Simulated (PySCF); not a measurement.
Mo(NH)2(Cl)(NH2) (ClH4MoN3), SMILES [NH]=[Mo](=[NH])([NH2])[Cl], multiplicity 1.

The structure is a stationary point at B3LYP-D3(BJ)/def2-SVP. The multiplicity is an assumed one; no other spin state was optimised. The structure was generated by enumeration; whether it is a known compound was not checked. The def2 effective core potentials stand for the cores of Mo; spin–orbit coupling is left out. The values are those of a single conformer.

Two levels are set side by side: TDDFT-PBE/def2-SVPD (PySCF) and TDDFT-LC-ωPBE/def2-SVPD (PySCF). Vertical, same geometry. The lowest singlet is HOMO−1→LUMO 70 %, HOMO→LUMO+1 29 % with PBE and HOMO−1→LUMO+1 44 %, HOMO→LUMO 29 %, HOMO−3→LUMO+1 11 % with the other functional; states are paired by order. Differences are taken from unrounded values.

```
quantity                              TDDFT-PBE
------------------------------------  ---------
lowest singlet excitation (eV)             4.12
lowest triplet excitation (TDA) (eV)       3.59
```

Task: These are the TDDFT-PBE values. What does TDDFT-LC-ωPBE give? (The exact figures need the calculation; the answer reports its results.)

Result: 
| quantity | TDDFT-LC-ωPBE | TDDFT-PBE minus TDDFT-LC-ωPBE |
|---|---|---|
| lowest singlet excitation (eV) | 4.43 | -0.31 |
| lowest triplet excitation (TDA) (eV) | 3.83 | -0.23 |

Functionals without exact exchange tend to place singlet excitations lower, as here. Differences between two approximate levels are no errors against the true value.

Rough cost on one machine, each run with all the roots and properties that it gave: TDDFT-LC-ωPBE against TDDFT-PBE about 5 times.
